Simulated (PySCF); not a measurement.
Compound: cyclo-(SbH)5.
Z-matrix (Å and degrees, PBE0-D3(BJ)/def2-SVP geometry), rows numbered from 1:
```
Sb
Sb  1  2.8401
Sb  2  2.8512  1  100.43
Sb  3  2.8355  2  104.08  1   -28.20
Sb  1  2.8369  2   89.76  3    57.30
H   1  1.7166  2   94.26  3   -36.47
H   2  1.7193  1   90.29  3    90.61
H   3  1.7197  2   91.06  1  -118.94
H   4  1.7170  3   90.55  2    80.34
H   5  1.7203  1   92.29  2  -159.16
```

Method used: PySCF 2.14.0, PBE0-D3(BJ)/def2-SVP geometry optimisation, gas phase, def2 core potentials past Kr.

Take the most abundant isotopes and a rigid rotor. The values belong to one conformer.

(1) What are A, B and C (MHz)?

(2) Classify the top.

(3) What does the inertial defect say?

(4) Give the coordinates in the principal-axis frame, origin at the centre of mass.

(5) Which types of transition are allowed, and where do some lines up to J = 4 fall?

(6) Estimate the classical rotational partition function at 100 K, 200 K and 500 K.

## Answers

(1) Ia = 1671.73, Ib = 1779.62, Ic = 3040.24 u·Å²; 505379 MHz·u·Å²/I gives A = 302.3, B = 284.0, C = 166.2 MHz.

(2) An asymmetric top: κ = (2 × 284.0 − 302.3 − 166.2)/(302.3 − 166.2) = 0.73.

(3) Not planar: Δ = Ic − Ia − Ib = -411.11 u·Å². For a rigid frame Δ = −2 Σ m c², so Σ m c² = 205.56 u·Å² lies off the ab plane: 11.89 from hydrogen and 193.67 from heavier atoms. The atom farthest from that plane is 2.11 Å away.

(4) The sense of each axis is arbitrary; atoms in the order of the calculation.
```
atom  mass (u)   a (Å)   b (Å)   c (Å)
 Sb1   120.904  -2.114   0.545   0.796
 Sb2   120.904  -1.255  -1.834  -0.496
 Sb3   120.904   1.535  -1.760   0.089
 Sb4   120.904   2.112   1.004   0.350
 Sb5   120.904  -0.282   2.043  -0.770
  H6     1.008  -1.025   0.375   2.112
  H7     1.008  -1.549  -2.731   0.941
  H8     1.008   1.917  -1.696  -1.587
  H9     1.008   1.495   0.998   1.952
 H10     1.008  -0.290   3.351   0.348
```

(5) The dipole components are |μa| = 0.12 D, |μb| = 0.21 D, |μc| = 0.17 D. Intensities carry the squares of the components, which stand as 0.33 : 1.00 : 0.67 (a : b : c). Some lines, for components of 0.1 D or more:

```csv
type,branch,"J(Ka,Kc)",MHz,lower level (cm⁻¹)
a,Q,"3(2,1) ← 3(2,2)",327,0.100
b,Q,"2(1,1) ← 2(0,2)",355,0.042
a,Q,"4(2,2) ← 4(2,3)",613,0.157
b,Q,"4(2,2) ← 4(1,3)",614,0.157
a,Q,"4(1,3) ← 4(1,4)",884,0.128
b,Q,"4(1,3) ← 4(0,4)",884,0.128
a,R,"2(1,1) ← 1(1,0)",1018,0.020
a,R,"3(1,3) ← 2(1,2)",1123,0.042
a,R,"3(1,2) ← 2(1,1)",1396,0.054
b,R,"4(0,4) ← 3(1,3)",1456,0.079
a,R,"4(1,4) ← 3(1,3)",1456,0.079
b,R,"4(1,4) ← 3(0,3)",1457,0.079
a,R,"3(2,1) ← 2(2,0)",1576,0.059
b,R,"3(3,1) ← 2(2,0)",1686,0.059
c,R,"3(1,2) ← 2(0,2)",1751,0.042
c,R,"3(3,0) ← 2(2,0)",1767,0.059
b,R,"4(2,2) ← 3(3,1)",1882,0.115
a,R,"4(2,2) ← 3(2,1)",1991,0.111
b,R,"4(4,1) ← 3(3,0)",2305,0.118
c,R,"4(3,2) ← 3(2,2)",2347,0.100
b,R,"4(3,1) ← 3(2,2)",2640,0.100
```

(6) Point group C1, symmetry number σ = 1; q = (√π/σ)·√((kT/h)³/(ABC)), k/h = 20836.6 MHz/K: 1410000 at 100 K, 3990000 at 200 K, 15800000 at 500 K.

Atoms past krypton carry def2 core potentials. No PBE0-D3(BJ)/def2-SVP frequencies stand behind this structure, so it isn't proved a minimum. Constants of a rigid frame at the computed geometry: no zero-point averaging, no centrifugal distortion.

The run took 2.6 min wall on one thread, Intel Xeon 6975P-C (x86_64) (shared host), and the process peaked at 0.77 GiB of memory. This is the geometry optimisation.
